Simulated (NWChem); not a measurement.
Isomers of CH7NOSi, each optimised at B3LYP/6-31G* with NWChem, gas phase unless a solvent is named. Flexible species stand in one conformer each, which need not be the lowest. Pople sets run with spherical d functions. Relative energies count from the lowest isomer at each level and are electronic, without zero-point energy, on those geometries.

A: C[SiH](N)O
B: CO[SiH2]N
C: NC[SiH2]O
D: CN[SiH2]O

```json
[
 {"quantity": "relative energy, PBE/def2-SVP (kcal/mol)", "A": "0.0", "B": "20.3", "C": "33.5", "D": "16.8"},
 {"quantity": "relative energy, B3LYP/def2-SVP (kcal/mol)", "A": "0.0", "B": "18.9", "C": "35.0", "D": "16.3"},
 {"quantity": "relative energy, Hartree-Fock/def2-SVP (kcal/mol)", "A": "0.0", "B": "18.4", "C": "37.8", "D": "16.5"},
 {"quantity": "dipole (D), B3LYP/6-31G*", "A": "2.34", "B": "0.57", "C": "1.32", "D": "2.27"},
 {"quantity": "orbital gap (eV), B3LYP/6-31G*", "A": "8.41", "B": "8.40", "C": "6.53", "D": "7.58"}
]
```
